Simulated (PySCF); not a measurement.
**Spinor energies of Pt⁶⁵⁺ (platinum, charge +65)**

Start: [Ne] 3s2 3p1; 3p1/2 filled at m_j = +1/2. Calculated with PySCF 2.14 in an uncontracted even-tempered set (17 s from 22 bohr⁻², ratio 2.4; 14 p from 29 bohr⁻², ratio 2.4; 4 d from 94 bohr⁻², ratio 2.6; 4 f from 140 bohr⁻², ratio 2.6): generalised Hartree-Fock with the X2C-1e Hamiltonian and a Gaussian nucleus; one run each with spin-orbit coupling (SO) switched off, then screened by Boettger's factors.

| spinor shell | electrons | ε, spin-free (eV) | ε, screened SO (eV) | weight of nominal j (screened SO) | rms radius, screened SO (bohr) |
| --- | --- | --- | --- | --- | --- |
| 1s1/2 | 2 | -84479.4 | -84445.5 | 1.000 | 0.0194 |
| 2s1/2 | 2 | -19346.3 | -19333.8 | 1.000 | 0.0770 |
| 2p1/2 | 2 | -17516.5 | -18795.1 | 1.000 | 0.0651 |
| 3s1/2 | 2 | -7838.7 | -7834.3 | 1.000 | 0.184 |
| 3p1/2 | 1 | -7333.9 | -7673.1 | 1.000 | 0.174 |

(1) Where does 2p3/2 lie, and what is the 2p spin-orbit splitting (screened SO)?

```tsv
quantity	spin-free	screened SO
E (hartree)	-13286.04702	-13319.82405
M_J	1/2	1/2
⟨J²⟩	1.100	0.750
⟨L²⟩	2.001	2.034
⟨S²⟩	0.750	0.784
```

Each row is a mean over spinors that exchange with the open shell spreads, by up to 23.443 eV (2p1/2).

Breit and QED terms are absent; they matter most for the inner s and p1/2 levels.

Densities and radii are taken from the X2C orbitals without a picture-change correction, which distorts them close to the nucleus.

Without spin-orbit coupling the j labels of p, d and f shells carry no meaning; the spin-free column gives the mean over the occupied spinors of each nl shell, and its ⟨J²⟩ belongs to a mixture of degenerate components.

Answers

(1) At -17004.9 eV, 1790.2 eV above 2p1/2.
